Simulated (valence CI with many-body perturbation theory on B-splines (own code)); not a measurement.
Values are calculated unless marked as measured or tabulated.
Sensitivity of CI+MBPT for V

Method: relativistic CI+MBPT: five valence electrons over a frozen Dirac-Fock core [Ar], a basis of 6 s, 6 p, 5 d, 5 f, 1 g functions for each j, with the one-electron correlation potential Σ1 (screened to all orders), the two-electron term Σ2, the three-electron term Σ3, Breit, model QED; selected single and double excitations, second order for the rest, scaled by the run's own slope (own B-spline code, finite nucleus).

Set against measurement, 15 paired levels are off by 1953 cm⁻¹ on average, the worst by 3033. These come from a selection out of the NIST Handbook of Basic Atomic Spectroscopic Data. Levels without a partner in it may be off by more, other configurations by 1,000 to 4,000 cm⁻¹. Among the levels kept, up to 2100 cm⁻¹ of a level comes from second order outside the variational space, and about a tenth of that is noise between levels of different J, which matters for small intervals.

The reference run has the lowest level 3d³4s² ⁴F_3/2 and an ionisation energy of 7.00687 eV. Its largest variational space holds 10214 state functions.

| Level | Reference (cm⁻¹) | Shift (cm⁻¹) |
| --- | --- | --- |
| 3d³4s² ⁴F_5/2 | 160 | +23 |
| 3d³4s² ⁴F_7/2 | 333 | +57 |
| 3d³4s² ⁴F_9/2 | 512 | +101 |
| 3d⁴4s ⁶D_1/2 | 5107 | +60 |
| 3d⁴4s ⁶D_3/2 | 5169 | +67 |
| 3d⁴4s ⁶D_5/2 | 5230 | +80 |
| 3d⁴4s ⁶D_7/2 | 5327 | +99 |
| 3d⁴4s ⁶D_9/2 | 5410 | +124 |
| 3d³4s² ⁴P_1/2 | 10245 | +23 |
| 3d³4s² ⁴P_3/2 | 10350 | +31 |
| 3d³4s² ⁴P_5/2 | 10543 | +57 |
| 3d³4s² ²G_7/2 | 11238 | +41 |

The ionisation energy moves by +0.00136 eV.

Question: Which of these changes was made?
A. scale of Σ1 1 → 0
B. Breit term on → off
C. highest l in the core sums 6 → 2
D. shift of the energy in Σ1 (hartree) 0 → 0.278

Answer: B. Breit term on → off.
